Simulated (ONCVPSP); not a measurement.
**What the settings do to the ONCV potential of bromine (Br)**

Base potential:

bromine (Br), optimised norm-conserving Vanderbilt (ONCV), made with ONCVPSP 4.0.1 (LDA (Perdew-Wang 92), scalar-relativistic). Core [Ne], reference 3s2 3p6 3d10 4s2 4p4 (charge +1). Waves: 3s+4s: rc 0.95 bohr, ncon 4, nbas 8, qcut 13.5 1/bohr, 2 projectors; 3p+4p: rc 1.00 bohr, ncon 4, nbas 7, qcut 10.7 1/bohr, 3 projectors, debl 1.5 Ha; 3d: rc 1.10 bohr, ncon 3, nbas 8, qcut 16 1/bohr, 2 projectors, debl 2.1 Ha. Local part: polynomial inside 0.90 bohr (lpopt 5, dvloc0 0 Ha). Core correction: none.

In the d channel the program set the typed energies aside and used -2.874, 0.250 Ha.

All-electron outer shells of the reference configuration (LDA (PZ), scalar-relativistic, ld1.x):

| shell | level (eV) | outermost node (bohr) | outermost maximum (bohr) |
| --- | --- | --- | --- |
| 2s | -1741.84 | 0.06 | 0.16 |
| 2p | -1539.16 | – | 0.13 |
| 3s | -248.42 | 0.23 | 0.48 |
| 3p | -184.43 | 0.21 | 0.48 |
| 3d | -78.20 | – | 0.43 |
| 4s | -30.59 | 0.67 | 1.39 |
| 4p | -17.64 | 0.70 | 1.62 |

Cutoffs, loose and tight: the cutoffs (Ha) at which the residual kinetic energy of the hardest occupied pseudo-wave falls to 1 and 0.1 mHa per electron. They do not see the model core or the augmentation charge, which bear on the density cutoff. Test errors are all-electron minus pseudo excitation energies from the reference, over the configurations 3s2 3p6 3d10 4s2 4p5; 3s2 3p6 3d10 4s2 4p3; 3s2 3p6 3d10 4s2 4p2; 3s1 3p6 3d10 4s2 4p5. A dash means not determined; rows that change the core or the reference have their own tests.

| change | outcome | cutoff, loose | cutoff, tight | bound ghosts | GHOST(+) flags above zero | largest test error (meV) |
| --- | --- | --- | --- | --- | --- | --- |
| base | generated, projector energies reset by the program | 97 Ha | 144 Ha | none | p | -539 |
| d: qcut 11.9 | generated, projector energies reset by the program | 68 Ha | 215 Ha | none | p | -710 |
| d: qcut 13.5 | generated, projector energies reset by the program | 79 Ha | 144 Ha | none | p | -631 |
| d: qcut 17.4 | generated, projector energies reset by the program | 108 Ha | 144 Ha | none | p | -495 |
| d: qcut 19.5 | generated, projector energies reset by the program | 119 Ha | 144 Ha | none | p | -457 |
| d: qcut 23.8 | generated, projector energies reset by the program | 140 Ha | 160 Ha | none | p | -400 |

(1) What comes out with this change to the base: d: qcut 21.3?

(2) What comes out with this change to the base: d: qcut 15.4?

(3) What comes out with this change to the base: d: qcut 9.5?

## Answers

(1) outcome: generated, projector energies reset by the program; cutoff, loose: 124 Ha; cutoff, tight: 144 Ha; bound ghosts: none; GHOST(+) flags above zero: p; largest test error (meV): -438.

(2) outcome: generated, projector energies reset by the program; cutoff, loose: 93 Ha; cutoff, tight: 144 Ha; bound ghosts: none; GHOST(+) flags above zero: p; largest test error (meV): -558.

(3) outcome: generated, projector energies reset by the program; bound ghosts: none; GHOST(+) flags above zero: p; largest test error (meV): -863.

Reading the sweep of the qcut of the d channel (base included, trends over the rows without a ghost): The loose cutoff rises from 68 Ha at 11.9 to 140 Ha at 23.8 1/bohr. The waves are optimised to have the least kinetic energy above qcut, so the cutoff follows it (qcut²/2 in Ha). The median size of the test errors (rows with all tests solved) stays near 18.1 meV.
